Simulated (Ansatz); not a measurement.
`N[SiH](O)Br` + `C=CCS[SiH3]` → `N[SiH](O)S[SiH3]` + `C=CCBr`  (formal exchange of groups at the Si–Br bond)

Isolated molecules relaxed with PBE0-D4/def2-TZVP in Ansatz; ΔE leaves out vibrations. CBS: MP2 limit from def2 TZ/QZ plus the TZ coupled-cluster correction, frozen cores. DFT in def2-TZVPP. HSE06 is defined as in plane-wave codes. For Br outer-core shells are correlated without core-valence functions, which leaves a few kJ/mol of doubt a bond. Scalar relativity is left out up to krypton. One conformer a species, not always the lowest.

```tsv
level	ΔE (kcal/mol)
revPBE-D4	8.4
PBE-QIDH	9.0
r2SCAN	8.5
r2SCANh	8.7
r2SCAN0	9.0
HSE06	8.5
BHLYP	8.7
CCSD/def2-TZVPP	8.3
```

Q: What does CCSD(T)/CBS give? (An estimate is asked.)

A: The calculation gave: +9.0 kcal/mol. The listed levels differ from it by -0.6, 0.0, -0.5, -0.3, 0.0, -0.5, -0.3, -0.7 kcal/mol.

Q: What do rigid-rotor, harmonic-oscillator terms from PBE0-D4/def2-TZVP frequencies (298.15 K, 1 bar) make of the CCSD(T)/CBS value? (Best estimate.)

A: Ansatz gave: ΔZPE = -0.1 kcal/mol, ΔH = +9.1 kcal/mol, ΔS = 6 J/(mol·K), ΔG = +8.6 kcal/mol. Modes under 50 cm⁻¹ make the entropy rough.

Largest T1 diagnostic among the species: 0.011.

Leaving LDA and LC-ωPBE aside and taking each functional with its dispersion term where it has one, the values, not all of them listed here, spread over 1.2 kcal/mol, from BLYP-D4 to ωB97M-V. LDA lies +1.4 kcal/mol from PBE without D4. At CCSD(T), def2-SVP lies +0.8 kcal/mol from the extrapolated value and def2-TZVPP −0.9 kcal/mol. From BLYP to BHLYP (50 % exact exchange), in def2-TZVPP and without D4, ΔE moves by +1.4 kcal/mol.
